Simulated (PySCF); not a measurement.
Li(OH) (HLiO), SMILES [Li][OH].

The structure is a stationary point at r2SCAN-D4/def2-TZVPD. The isomer is the one that the SMILES or the coordinates give; other isomers of the formula were not compared.

The numbers are results of PBE/def2-TZVPD in PySCF, not measurements.

Computed frontier levels, gap, dipole moment and polarisability:
highest occupied level: -4.77 eV
lowest empty level: -1.40 eV
orbital gap: 3.37 eV
dipole moment: 4.42 D
quadrupole, principal values (traceless, Buckingham form, about the centre of nuclear charge): -5.55, -5.55, 11.11 D·Å
mean static polarisability: 20.6 bohr³ (3.05 Å³)
polarisability, principal values: 20.0, 20.0, 21.9 bohr³
